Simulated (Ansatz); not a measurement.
A made-up structure of LiBSiH₅S (charge +1), singlet:

Li1  (-0.281, -3.178, 1.455)
B2  (0.705, 0.532, -0.316)
Si3  (0.789, -1.274, 0.486)
S4  (-1.482, 1.404, -0.470)
H5  (2.187, -1.521, 0.446)
H6  (1.088, 1.440, 0.276)
H7  (0.901, 0.667, -1.441)
H8  (-2.081, 0.314, -0.990)
H9  (-1.884, 1.120, 0.784)
(Å)

It is relaxed with PBE-D4/def2-SVP and then PBE0-D4/def2-TZVP (Ansatz 0.2.0). Atoms count as bonded within 1.22 times the sum of their covalent radii (H–H: 0.88 Å). The end point is not checked to be a true minimum.

(1) Does its bonding change? (Judge from chemistry; the calculation decides.)

Results:

(1) The calculation gives: Yes. Formed: B2–S4; broken: none.

Where it ends: The first stage lowers the energy by 0.66 eV in 7 steps. It ends as LiBSiH₅S ([Li][SiH][BH2][SH2]), total charge +1:
```
9
angstrom
Li -0.2392 -3.3722 1.5345
B 0.4649 0.5565 -0.3003
Si 0.7205 -1.2375 0.4778
S -1.2877 1.3688 -0.4751
H 2.2159 -1.3399 0.3635
H 1.0852 1.3570 0.3591
H 0.8881 0.5458 -1.4325
H -2.0511 0.4097 -1.0353
H -1.8539 1.2147 0.7382
```

Labels in which every atom is bracketed show which atoms are joined, not bond orders.

For scale, one of the runs: PBE0-D4/def2-TZVP relaxation, 149 basis functions, launched by `ansatz run in.yaml --threads 2 --pin off --events-out ev --progress --plain --max-ram 4352MiB`. Hardware: 2 CPU threads of an Arm Neoverse V2, shared host. Wall time about 19 s.
